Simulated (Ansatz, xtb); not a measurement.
**Isomers of C4H6N2O2 in order of energy**

8 gas-phase structures of C4H6N2O2, from a drawn sample of its isomers (lower ones may exist). Each was relaxed with GFN2-xTB; where two conformers were screened, the lower at r2SCAN-D4/def2-SVP is listed:

A. `[H]/N=C(/O)C(=C)/N=C/O`, a singlet
B. `C=C(/N=C/O)C(N)=O`, a singlet
C. `[H]/N=C(/O)C(=C)/N=C\O`, a singlet
D. `[H]/N=C(O)\C(C)=N/C=O`, a singlet
E. `C=C(NC=O)C(N)=O`, a singlet
F. `[H]/N=C(O)\C(C)=N\C=O`, a singlet
G. `C/C(=N/C=O)C(N)=O`, a singlet
H. `[H]/N=C(\O)C(=C)/N=C\O`, a singlet

**Question.** Estimate their order in r2SCAN-D4/def2-SVP energy at these geometries, lowest first.

**Answer.** Calculated order at r2SCAN-D4/def2-SVP: E (0.0), G (40.5), B (64.2), F (114.2), D (118.5), H (131.2), C (137.5), A (141.0) kJ/mol. Less than 1 kcal/mol parts C and A, so the order within that pair means little.

Energies above the lowest of each column, in kJ/mol; the last columns are at PBE0-D3(BJ)/def2-SVP geometries and were run for some of them only (a dash: not run or not comparable):

```
structure  GFN2-xTB  HF/STO-3G  r2SCAN-D4/def2-SVP  PBE0-D3(BJ)/def2-SVP  CCSD(T)/def2-SVP + ΔMP2/def2-TZVPP
        E       0.0        0.0                 0.0                   0.0                                 0.0
        G       4.5       17.8                40.5                  41.6                                34.4
        B      34.9       32.0                64.2                  63.2                                47.7
        F      51.9       33.7               114.2                     –                                   –
        D      50.2       53.3               118.5                     –                                   –
        H      65.3       76.8               131.2                     –                                   –
        C      77.6       73.3               137.5                     –                                   –
        A      81.4       78.3               141.0                     –                                   –
```

Every level run on E puts it lowest or level with the lowest. Some further structures that were screened fall inside this span and aren't listed. Flexible structures stand in one conformer each, not always the lowest. Frequencies (GFN2-xTB) were run for B, E, G alone. ΔMP2 is the change of the MP2 energy from the smaller to the larger basis.

Over these structures GFN2-xTB departs from r2SCAN-D4/def2-SVP by 19.4 kJ/mol on average once a common shift is removed. A GFN2-xTB relaxation took about 0.42 s and the r2SCAN-D4/def2-SVP energy about 4.8 s on a shared host (Ansatz 0.2.0, xtb 6.7.1).
